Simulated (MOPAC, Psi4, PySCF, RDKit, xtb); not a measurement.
Two geometries of SMILES C(C#C)[SiH2]N, relaxed at B3LYP-D3(BJ)/def2-SVP with one dihedral held; other torsions can differ between them too.

Structure A

```
12

C     -2.0688     0.8463    -1.5166
C     -1.3297    -0.0498    -1.1690
C     -0.4156    -1.0852    -0.7140
Si     0.7424    -0.4627     0.6715
N      1.1483    -1.8015     1.7041
H     -2.7304     1.6312    -1.8287
H     -0.9781    -1.9391    -0.2969
H      0.1846    -1.4747    -1.5551
H      0.0260     0.5155     1.5334
H      1.8968     0.2284     0.0125
H      1.3701    -1.6066     2.6763
H      1.7304    -2.5605     1.3606
```

Structure B

```
12

C      2.0865     0.7785    -1.5749
C      1.3515    -0.1101    -1.1984
C      0.4257    -1.1142    -0.6969
Si    -0.6760    -0.3727     0.6664
N     -1.5441     0.9448    -0.0506
H      2.7537     1.5446    -1.9208
H      0.9738    -1.9819    -0.2894
H     -0.2247    -1.4856    -1.5075
H     -1.6738    -1.3800     1.1312
H      0.2196    -0.0426     1.8208
H     -2.3247     1.3625     0.4475
H     -1.0034     1.6615    -0.5292
```

Problem. Which is lower in energy at the level DF-MP2 (frozen core)/cc-pVTZ // B3LYP-D3(BJ)/def2-SVP run with Psi4, and by how much?

Solution. B is lower, by 8.44 kJ/mol (dihedral C2–C3–Si4–N5: 150° in A, 60° in B).

E(B) − E(A) in kJ/mol at the other levels, on the same two geometries: MMFF94 // B3LYP-D3(BJ)/def2-SVP (RDKit) -3.29; PBE0/def2-TZVP // B3LYP-D3(BJ)/def2-SVP (Psi4) -6.93; PBE0-D3(BJ)/def2-TZVP // B3LYP-D3(BJ)/def2-SVP (Psi4) -7.85; PBE/def2-TZVP // B3LYP-D3(BJ)/def2-SVP (Psi4) -6.56; PBE-D3(BJ)/def2-TZVP // B3LYP-D3(BJ)/def2-SVP (Psi4) -7.56; wB97X-D/def2-TZVP // B3LYP-D3(BJ)/def2-SVP (Psi4) -7.68; HF/cc-pVTZ // B3LYP-D3(BJ)/def2-SVP (Psi4) -6.56; UFF // B3LYP-D3(BJ)/def2-SVP (RDKit) -4.25; PM6, restricted, heats of formation // B3LYP-D3(BJ)/def2-SVP (MOPAC) -3.20; AM1, restricted, heats of formation // B3LYP-D3(BJ)/def2-SVP (MOPAC) -0.90; GFN1-xTB // B3LYP-D3(BJ)/def2-SVP (xtb) -4.48; restricted B3LYP/6-31G*, spherical d // B3LYP-D3(BJ)/def2-SVP (PySCF) -6.23; restricted Hartree-Fock/STO-3G // B3LYP-D3(BJ)/def2-SVP (PySCF) -2.25; restricted LDA (SVWN5)/6-31G*, spherical d // B3LYP-D3(BJ)/def2-SVP (PySCF) -8.13; restricted B3LYP/3-21G // B3LYP-D3(BJ)/def2-SVP (PySCF) -4.73.
